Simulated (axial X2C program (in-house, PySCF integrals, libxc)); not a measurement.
# Spin–orbit effects along a row: molecules with Ge (ions), PBE0

Calculated with an in-house all-electron X2C program for linear molecules (integrals from PySCF), spin-free (one-electron X2C) or two-component (2c: spin–orbit coupling with atomic mean-field Coulomb and Gaunt terms, which also bring small scalar terms), in Dyall basis sets with cores contracted in-house; open shells are unrestricted.

Basis sets: Cl dyall-av3z, Ge dyall-acv3z, Na dyall-av3z, P dyall-av3z, S dyall-av3z, Si dyall-av3z.

```json
{"molecule": "NaGe⁻", "spin-free state": "M_S = 1, Λ = 0", "Re (Å)": "2.923", "ωe (cm⁻¹)": "157.8", "De (eV)": "1.00", "2c state": "Ω = 1", "Re 2c (Å)": "2.924", "ωe 2c (cm⁻¹)": "157.7", "De 2c (eV)": "1.00"}
{"molecule": "SiGe⁻", "spin-free state": "M_S = 1/2, Λ = 1", "Re (Å)": "2.234", "ωe (cm⁻¹)": "446.6", "De (eV)": "3.50", "2c state": "Ω = 3/2", "Re 2c (Å)": "2.234", "ωe 2c (cm⁻¹)": "445.6", "De 2c (eV)": "n/a"}
{"molecule": "GeP⁻", "spin-free state": "M_S = 0, Λ = 0", "Re (Å)": "2.067", "ωe (cm⁻¹)": "546.9", "De (eV)": "4.64", "2c state": "Ω = 0", "Re 2c (Å)": "2.067", "ωe 2c (cm⁻¹)": "546.5", "De 2c (eV)": "4.64"}
{"molecule": "GeS⁻", "spin-free state": "M_S = 1/2, Λ = 1", "Re (Å)": "2.111", "ωe (cm⁻¹)": "474.4", "De (eV)": "4.17", "2c state": "Ω = 1/2", "Re 2c (Å)": "2.113", "ωe 2c (cm⁻¹)": "473.5", "De 2c (eV)": "n/a"}
{"molecule": "GeCl⁻", "spin-free state": "M_S = 1, Λ = 0", "Re (Å)": "2.351", "ωe (cm⁻¹)": "278.0", "De (eV)": "1.92", "2c state": "Ω = 1", "Re 2c (Å)": "2.352", "ωe 2c (cm⁻¹)": "277.7", "De 2c (eV)": "n/a"}
```

Fragments in 2c: Ge- + Na, Ge + Si-, Ge- + P, Ge + S-, Ge + Cl-. Each entry is the lowest single determinant of a limited PBE0 search at one distance. De goes to single-determinant-based atoms at the same level (for ions the charge split of lowest energy) and is withheld (n/a) where an atom does not fit its ground term or J level. Main or longest-lived isotopes. One determinant is a doubtful description, or other states lie close, for NaGe⁻, SiGe⁻, GeCl⁻; these need not be ground states, and all values refer to the states named. Some open-shell Ω = 0 determinants are out of reach, so the Ω given for NaGe⁻, GeCl⁻ need not be the lowest component. With several unpaired electrons the Ω given is that of one determinant, not necessarily of the lowest component. The functionals have no current term, which raises determinants with orbital currents.
